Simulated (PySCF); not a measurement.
C6H6NO2 (charge -1).
Cartesian coordinates in Å at the GFN2-xTB level; atoms count from 1:
```xyz
15
C6H6NO2 angstrom
C     -2.4830    0.0384    0.7154
C     -1.0369   -0.3362    0.3537
O     -0.5912   -1.4167    0.7853
C     -0.3937    0.6058   -0.4604
C      0.9056    0.5796   -0.9827
O      1.3636    1.3923   -1.7961
C      1.8266   -0.5817   -0.5001
C      2.7873   -0.0914    0.4278
N      3.5639    0.3067    1.1758
H     -2.5008    0.9923    1.2403
H     -2.9123   -0.7314    1.3542
H     -3.0852    0.1307   -0.1874
H     -0.9906    1.4549   -0.7740
H      2.3441   -1.0044   -1.3659
H      1.1981   -1.3309   -0.0077
```

The closed-shell SCF was solved with PySCF and density fitting under several settings on one GFN2-xTB geometry (grid level 2 and gas phase unless stated).

```
                                                            settings  basis functions  SCF cycles     E (Eh)  HOMO (eV)  LUMO (eV)
                                                       PBE0/pcSseg-1              183          15  -436.9499      -1.62       3.82
wB97X/3-21G, IEF-PCM dichloromethane, fitting basis def2-qzvpp-jkfit               93          12  -435.0180      -6.62       3.19
                       PBE0/pcSseg-1, fitting basis def2-qzvpp-jkfit              183          12  -436.9500      -1.62       3.82
```

Question: Estimate the row for these settings: OPBE/def2-SVP.

Answer: 
```csv
settings,basis functions,SCF cycles,E (Eh),HOMO (eV),LUMO (eV)
OPBE/def2-SVP,156,18,-436.9682,-0.34,3.21
```

Question: Over all rows, what range does the HOMO–LUMO gap span?

Answer: From 3.55 eV (OPBE/def2-SVP) to 9.81 eV (wB97X/3-21G, IEF-PCM dichloromethane, fitting basis def2-qzvpp-jkfit). The functional of the narrowest has no exact exchange, that of the widest range-separated exact exchange.

Cycle counts include a coarse-grid stage where the run had one. The species at its GFN2-xTB geometry (one conformer only).
